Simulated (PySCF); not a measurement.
A structure optimised at B3LYP-D3(BJ)/def2-SVP, used in a PySCF frequency run:

```xyz
14

N     -0.0284     0.9509    -2.5703
Si    -0.0830    -0.4741    -1.5872
N      0.5198    -0.0947     0.0000
Si    -0.0830    -0.4741     1.5872
N     -0.0284     0.9509     2.5703
H      0.1108     0.8681    -3.5724
H     -0.5847     1.7693    -2.3424
H     -1.4292    -1.0774    -1.3494
H      0.7454    -1.4595    -2.3465
H      1.3982     0.4247     0.0000
H     -1.4292    -1.0774     1.3494
H      0.7454    -1.4595     2.3465
H     -0.5847     1.7693     2.3424
H      0.1108     0.8681     3.5724
```
Charge 0, spin multiplicity 1.

Write its SMILES, formula and point group.

N[SiH2]N[SiH2]N, H9N3Si2, Cs

What are its rotational constants (standard atomic weights)?

7.7950, 1.2951, 1.1730 GHz
